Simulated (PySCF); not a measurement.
## Radial density of Be²⁺ (beryllium, charge +2)

UHF, 1s2, closed-shell 1S. Computed with PySCF 2.14 in aug-cc-pVQZ-DK, with scalar relativity by spin-free X2C-1e.

```csv
r (bohr),4πr²ρ (e/bohr)
0.00630,0.01664
0.0106,0.04508
0.0178,0.1199
0.0300,0.3070
0.0504,0.7376
0.0848,1.589
0.143,2.865
0.240,3.858
0.404,3.239
0.679,1.264
1.14,0.1392
1.92,0.001806
```

Densities and radii are taken from the X2C orbitals without a picture-change correction, which distorts them close to the nucleus.
